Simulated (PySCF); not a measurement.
CH6ClNSi3, SMILES [SiH3][Si@@H]1N=C[Si@@H]1Cl.

Coordinates come from a ωB97X-D3(BJ)/def2-SVP optimisation. The structure was generated by enumeration; whether it is a known compound was not checked.

Computed with PySCF with SMD-ωB97X/def2-SVP.

Solvation free energies are E(SMD) − E(gas) at the gas-phase geometry, for 1 M in both phases. In vacuum the dipole moment is 1.18 D.

Problem. Rank water, dichloromethane, 1-octanol by solvation free energy, most negative first.

Solution. dichloromethane (-3.8 kcal/mol), 1-octanol (-2.8 kcal/mol), water (0.6 kcal/mol)
